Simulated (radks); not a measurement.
Results of a calculation; reference values are marked as such.
Fractional charge and spin in the 3p shell of cobalt: the spin-up occupation runs from 2 to 3 and the spin-down occupation from 2 to 3; the fullest corner is Co3+, [Ne] 3s2 3d(up 3, down 3) 3p(up 3, down 3). Code: a radial shooting solver on a logarithmic mesh with Libxc functionals. Model: non-relativistic Kohn-Sham, TPSS, spin-polarised, spherical densities, point nucleus; meta-GGA in the generalised Kohn-Sham scheme. Energy (eV) minus the two flat planes that join the four corners (they meet along the diagonal where the two added fractions sum to one electron); zero is where a piecewise linear energy would lie.

down \ up       2     2.5       3
2           0.000  -2.904   0.000
2.5        -2.904   0.429  -2.695
3           0.000  -2.695   0.000

Corners above the fullest one (they belong to Co4+ and the next ion): (up 3, down 2) 114.28 eV, (up 2, down 3) 114.28 eV, (up 2, down 2) 252.69 eV. With half an added electron in each spin the energy lies 0.429 eV from the planes, and with half an added electron in spin up alone -2.904 eV. The planes are only a guide here: the flat-plane condition holds for ground states with one frontier orbital, while this shell lies below other occupied shells, so the corners above the fullest one are inner-hole states and not the ground states of those ions.
